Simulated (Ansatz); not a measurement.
C3H9GeNO, singlet, geometry from GFN2-xTB; CASSCF(2,3)/STO-3G run with Ansatz (a program for electronic structure).

Here is a job for Ansatz.
Ansatz 0.2 input:
```yaml
crystal:
  periodic: [false, false, false]
  atoms:
    - {symbol: Ge, position_ang: [0.49046528, -0.75415381, 0.23101887]}
    - {symbol: O, position_ang: [1.55846973, 0.37299052, -0.59102771]}
    - {symbol: C, position_ang: [1.80928574, 1.59126538, -1.24035425]}
    - {symbol: H, position_ang: [1.60770621, 2.43762203, -0.57842705]}
    - {symbol: H, position_ang: [2.86310201, 1.61674955, -1.53151290]}
    - {symbol: H, position_ang: [1.19462452, 1.69096135, -2.13888294]}
    - {symbol: N, position_ang: [-1.19169197, 0.02263940, 0.30463033]}
    - {symbol: C, position_ang: [-1.64397813, 1.30112519, -0.18738225]}
    - {symbol: C, position_ang: [-2.26110621, -0.71526901, 0.94080508]}
    - {symbol: H, position_ang: [-2.44430673, 1.17947923, -0.92767791]}
    - {symbol: H, position_ang: [-2.03251856, 1.92380182, 0.62789158]}
    - {symbol: H, position_ang: [-0.81202938, 1.82010262, -0.65593945]}
    - {symbol: H, position_ang: [-2.66830084, -0.16249381, 1.79497976]}
    - {symbol: H, position_ang: [-3.08029919, -0.90719629, 0.23861631]}
    - {symbol: H, position_ang: [-1.87398943, -1.67123404, 1.29574663]}
basis:
  gaussian:
    orbitals: STO-3G
hamiltonian:
  xc: hf
magnetization: {spin_polarized: false}
correlation: {active_space: {window: {electrons: 2, orbitals: 3}}}
```

Predict the main parts of the log of this Ansatz run.


```
Functional definition: HF
666 factors; integrals over basis functions are off by at most 3.6e-5 eV
mean field evaluation 1: about -62496.3485 eV, gradient 2.5e1 eV
mean field evaluation 2: about -62496.6834 eV, gradient 2.5e1 eV
mean field evaluation 4: about -62498.8844 eV, gradient 2.1e0 eV
mean field evaluation 8: about -62498.9085 eV, gradient 7.3e-5 eV
mean field -62498.90625426 eV, -2296.7924415639 hartree, gradient 2.7e-6 eV, S^2 0.000000; 0 other end points of the search recorded, 0 dependent functions left out
reference -62498.90625426 eV, -2296.7924415639 hartree; 37, 37 occupied and 15, 15 virtual orbitals, 666 factors
state -62499.28877314 eV, -2296.8064988735 hartree
Total energy: -62499.28877314 eV, -2296.8064988735 hartree
```
